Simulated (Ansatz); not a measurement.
Consider the cleavage of the Si–Si bond: `N[SiH](O)[Si](N)(O)O` + `N[SiH](F)S` → `N[Si@H](F)S[Si@@H](N)O` + `N[SiH](O)O`.

Calculated with Ansatz (gas phase, PBE0-D4/def2-TZVP geometries, no zero-point term in ΔE). CCSD(T)/CBS is the MP2 limit (def2-TZVPP, def2-QZVPP) plus CCSD(T) − MP2 in def2-TZVPP, frozen cores. This one scheme is used for every species. DFT in def2-TZVPP. One conformer a species, not always the lowest.

`N[SiH](O)[Si](N)(O)O`:

```xyz
15

N     1.198   -0.252   -2.003
Si    1.146    0.405   -0.429
O     1.014    2.065   -0.290
Si   -0.844   -0.229    0.631
N    -0.905   -1.512    1.754
O    -1.807   -0.625   -0.648
O    -1.341    1.074    1.504
H     2.035   -0.338   -2.552
H     0.358   -0.362   -2.547
H     2.440    0.007    0.200
H     1.749    2.605   -0.585
H    -0.668   -1.349    2.719
H    -0.727   -2.463    1.476
H    -2.693   -0.927   -0.431
H    -0.956    1.902    1.200
```

`N[SiH](F)S`:

```xyz
8

N    -1.356   -0.300   -0.099
Si    0.331   -0.296   -0.024
F     0.967   -0.587    1.416
S     0.941    1.664   -0.562
H    -1.880   -1.143   -0.262
H    -1.918    0.442    0.282
H     0.831   -1.379   -0.893
H     2.084    1.599    0.143
```

`N[Si@H](F)S[Si@@H](N)O`:

Z-matrix (Å, degrees):
```
Si
O 1 1.624
S 1 2.188 2 108.2
N 1 1.692 2 110.4 3 120.7
H 1 1.479 2 114.3 3 -119.1
H 2 0.977 1 115.6 3 21.5
Si 3 2.095 1 101.4 2 -40.7
H 4 1.005 1 121.1 2 147.4
H 4 1.006 1 122.9 2 -54.2
N 7 1.729 3 109.8 1 55.6
F 7 1.597 3 113.8 1 -59.3
H 7 1.479 3 107.9 1 -177.4
H 10 1.011 7 117.0 3 60.5
H 10 1.011 7 117.0 3 -165.6
```

`N[SiH](O)O`:

Z-matrix (Å, degrees):
```
Si
O 1 1.639
O 1 1.639 2 116.1
N 1 1.714 2 107.1 3 -119.6
H 1 1.475 2 104.4 3 114.2
H 2 0.959 1 117.1 3 74.9
H 3 0.959 1 117.0 2 -75.2
H 4 1.008 1 119.6 2 171.6
H 4 1.008 1 119.6 2 -46.2
```

```csv
level,ΔE (kcal/mol)
r2SCAN-D4,-23.3
r2SCAN,-23.2
HF/CBS(def2),-22.6
MP2/CBS(def2),-25.5
```

Q: What does CCSD(T)/CBS give? (Best estimate.)

A: Computed: -23.0 kcal/mol. The listed levels differ from it by -0.3, -0.2, 0.4, -2.5 kcal/mol.

Largest T1 diagnostic among the species: 0.012.

From PBE to PBE0 (25 % exact exchange), in def2-TZVPP and without D4, ΔE moves by −1.3 kcal/mol. The D4 term adds −1.1 kcal/mol with B3LYP and −0.5 kcal/mol with PBE0; it sums over pairs of atoms, weighted by their polarisabilities, and B3LYP, whose exchange is more repulsive, gets the larger term.

B3LYP here is the variant with VWN-RPA as its local correlation; programs differ in this.
